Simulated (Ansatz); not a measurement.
`BN(C)[SiH2]Cl` → `N[SiH2]CBCl`  (isomerisation)

Program: Ansatz. Geometries: PBE0-D4/def2-TZVP. ΔE: electronic, gas phase. CBS: MP2 limit from def2 TZ/QZ plus the TZ coupled-cluster correction, frozen cores. DFT in def2-TZVPP. B3LYP here is the variant with VWN-RPA as its local correlation; programs differ in this. One conformer a species, not always the lowest.

Problem. Is it downhill or uphill in electronic energy at CCSD(T)/CBS, and by how much? (Best estimate.)

Solution. Computed: Uphill: ΔE = +11.1 kcal/mol.

Problem. What do these levels give: B3LYP-D4, B2PLYP, r2SCAN, PBE0, HF/def2-TZVPP, SCS-MP2/def2-TZVPP, CCSD/def2-TZVPP, HF/def2-QZVPP, SCS-MP2/def2-QZVPP, HF/CBS(def2), MP2/CBS(def2), CCSD/CBS(def2)? (Estimate.)

Solution. Ansatz gave: B3LYP-D4 11.9, B2PLYP 11.6, r2SCAN 9.2, PBE0 9.4, HF/def2-TZVPP 13.4, SCS-MP2/def2-TZVPP 12.2, CCSD/def2-TZVPP 11.3, HF/def2-QZVPP 13.6, SCS-MP2/def2-QZVPP 12.2, HF/CBS(def2) 13.6, MP2/CBS(def2) 10.8, CCSD/CBS(def2) 11.2 kcal/mol.

Largest T1 diagnostic among the species: 0.011.

In def2-TZVPP, CCSD(T) changes the Hartree–Fock value by −2.1 kcal/mol (the triples alone add −0.1 kcal/mol) and MP2 by −2.5 kcal/mol.
